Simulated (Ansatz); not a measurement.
## Abstraction of H: H2O + GeF3 → OH + GeHF3

Species: H2O (water) `O`, singlet; GeF3 `[F][Ge]([F])[F]`, doublet; OH, doublet; GeHF3 `[F][GeH]([F])[F]`, singlet. A radical takes H: the energy is the difference in strength between the O–H bond broken and the Ge–H bond made.

Shapes, held fixed at every level: PBE0-D4/def2-TZVP. Programs: Ansatz 0.2.0. The zero-point and thermal change to 298 K, harmonic and unscaled (PBE0-D4/def2-TZVP), is -12.0 kJ/mol.

```csv
level,kind,ΔH(298 K) (kJ/mol),less CCSD(T)/def2-TZVPP,CPU time (sum over the molecules)
MP2/def2-TZVPP,perturbation theory,+139.2,+26.3,–
PBE-D4/def2-TZVPP,GGA,+153.9,+41.0,8.6 s
B3LYP-D4/def2-TZVPP,global hybrid,+128.9,+16.0,12 s
r2SCAN0-D4/def2-TZVPP,global hybrid,+112.8,-0.1,18 s
wB97M-V/def2-TZVPP,range-separated hybrid,+129.9,+17.0,33 s
wB97X-V/def2-TZVPP,range-separated hybrid,+117.3,+4.4,24 s
CCSD/def2-SVP,coupled cluster or CI,+89.7,-23.2,–
CCSD(T)/def2-TZVPP,coupled cluster or CI,+112.9,0.0,3.1 min
```

The highest level, CCSD(T)/def2-TZVPP, gives ΔH(298 K) = +112.9 kJ/mol; the levels span +89.7 to +153.9. The column of differences is taken from that level and isn't an error. No measured value is set beside it here. Open shells run unrestricted. Relativity is left out for Ge. Outer-core shells of Ge are correlated, in sets that cover them unevenly. Times are processor times on shared x86 and Arm servers, and rough.
